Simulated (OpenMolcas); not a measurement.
A calculation on Br⁺.

```json
{
  "Program": "OpenMolcas",
  "Method": "XMS-CASPT2, IPEA 0.25 Eh, imaginary shift 0.1 Eh (closed shells correlated: 3d 4s)",
  "Basis": "ANO-RCC-VTZP [6s5p3d1f]",
  "Scalar Hamiltonian": "DKH2, point nucleus",
  "Active space": "4 electrons in 3 orbitals (4p)",
  "State averaging": "2S+1 = 3 even, 3 roots; 2S+1 = 1 even, 6 roots",
  "Spin-orbit coupling": "RASSI with atomic mean-field integrals over the reference wave functions, term energies averaged over their components"
}
```

Q: Which level of the active space comes out lowest?

A: 4s2 4p4 3P2, with 98 % of that term; it is also the measured ground level.

Q: How high does 4s2 4p4 1D2 lie?

A: 12230 cm-1 above the lowest level; measured 12089 cm-1 above the ground level, so the calculation is off by +1 %.

Q: How high does 4s2 4p4 1S0 lie?

A: 28650 cm-1 above the lowest level; measured 27867 cm-1 above the ground level, so the calculation is off by +3 %.

Q: How high does 4s2 4p4 3P0 lie?

A: 3630 cm-1 above the lowest level; measured 3837 cm-1 above the ground level, so the calculation is off by -5 %.

Measured values: NIST Handbook of Basic Atomic Spectroscopic Data.

CASPT2 does not keep the components of a term degenerate, so their means are used; among the terms shown or strongly mixed into the levels shown the widest spread is 790 cm-1 (4s2 4p4 1D). With the s shell closed, the reference lacks s² → p² mixing. Computed and measured levels are paired by configuration, term and J; levels that our copy of the source lacks, or whose pairing is in doubt (as where it misses far off the trend of its configuration), stay unpaired and out of the deviations. Levels of configurations outside the active space are missing.
